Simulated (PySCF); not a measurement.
SMILES CC(C)[SiH2][SiH2][SiH3] (C₃H₁₄Si₃) (GFN2-xTB optimised geometry):

```
20

C      1.290     0.522     2.480
C      1.773     0.619     1.036
C      3.293     0.726     0.998
Si     1.141    -0.862     0.000
Si    -1.177    -0.862     0.000
Si    -2.194     1.220     0.000
H      0.202     0.494     2.530
H      1.633     1.378     3.061
H      1.677    -0.380     2.951
H      1.363     1.542     0.609
H      3.648     0.831    -0.025
H      3.748    -0.166     1.425
H      3.638     1.588     1.569
H      1.769    -2.072     0.555
H      1.713    -0.717    -1.348
H     -1.679    -1.643     1.145
H     -1.649    -1.642    -1.156
H     -3.648     1.188    -0.172
H     -1.671     2.072    -1.072
H     -1.953     1.946     1.251
```

Calculation: PySCF 2.14.0 with PBE0/def2-SVP.

What are the frontier orbital energies and the dipole moment?

HOMO-2 -8.88 eV, HOMO-1 -8.33 eV, HOMO -7.89 eV, LUMO -0.31 eV, LUMO+1 0.09 eV; dipole moment 0.72 D.

On the same geometry PBE/def2-SVP (PySCF) gives HOMO-2 -7.61 eV, HOMO-1 -7.16 eV, HOMO -6.68 eV, LUMO -1.08 eV, LUMO+1 -0.71 eV; dipole moment 0.75 D.

Meta-Löwdin charges at PBE0/def2-SVP: C1 -0.29, C2 -0.25, C3 -0.29, Si4 0.37, Si5 0.09, Si6 0.23, H7 0.09, H8 0.10, H9 0.10, H10 0.09, H11 0.10, H12 0.10, H13 0.10, H14 -0.08, H15 -0.09, H16 -0.06, H17 -0.06, H18 -0.07, H19 -0.08, H20 -0.08.
